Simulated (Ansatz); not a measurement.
Ansatz results at the PBE0-D4/def2-TZVP geometry: HOMO energy (ωB97M-V/def2-TZVPP) -9.34 eV; size of the dipole moment (B3LYP/def2-TZVPP) 1.54 D; LUMO energy (PBE0/def2-TZVPP) -0.74 eV.

Each molecule was computed in one conformer, which needn't be the lowest.

Question: Which molecule gave them?
A. `C=C(F)CCl`
B. `O[SiH](Cl)CF`
C. `C=N[SiH](N)O`
D. `NC(F)(F)O[SiH3]`

Answer: C. The others give `O[SiH](Cl)CF`: -10.88, 1.44, 0.01; `C=C(F)CCl`: -10.10, 2.33, -0.54; `NC(F)(F)O[SiH3]`: -10.86, 1.27, 0.16.

B3LYP here is the variant with VWN-RPA as its local correlation; programs differ in this.
